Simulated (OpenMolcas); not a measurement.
Ni2+ with its 6 nearest oxide ions, on the Mg site of MgO (a = 4.2112 Å, distance in the model lattice 2.106 Å). The rest of the host is ab initio model potentials to 7.6 Å, with orthogonalisation functions on the cations behind the ligands, and point charges beyond; the distance is set by hand and nothing relaxes. Ligand basis ANO-RCC-VDZP.

* Program: OpenMolcas 26.06
* Method: CASSCF
* Basis: ANO-RCC-VTZP [6s5p3d2f1g]
* Scalar Hamiltonian: DKH2, point nucleus
* Active space: 8 electrons in 5 orbitals (3d)
* State averaging: 2S+1 = 3 even, 10 roots; 2S+1 = 1 even, 15 roots
* Spin-orbit coupling: state interaction with AMFI integrals over the reference wave functions

All ligands move together. At R = 2.07 Å |10Dq| is 8291 cm-1, and at R = 2.106 Å it is 7773 cm-1.

Question: A third run gives 8112 cm-1. What distance was it run at?

Answer: With a power law R^-n the two known points give n = -ln(7773 / 8291) / ln(2.106 / 2.07) = 3.74. Then R = 2.07 × (8291 / 8112)^(1/3.74) = 2.082 Å. The run was at 2.082 Å, so the estimate is off by 0 Å.

Without dynamic correlation the repulsion within the d shell is too large (B by tens of per cent), so at a given field states of lower spin stand too high. Ligand-to-metal charge-transfer states are missing. With no ligand orbital active B as a rule stays too high, so bands that hang on it stand too high and its fall with covalency is understated. With metal d orbitals alone and no dynamic correlation 10Dq can be off by a tenth to a fifth, either way, in oxide and fluoride hosts. No measured value stands beside these numbers; the geometry was set by hand and not optimised.
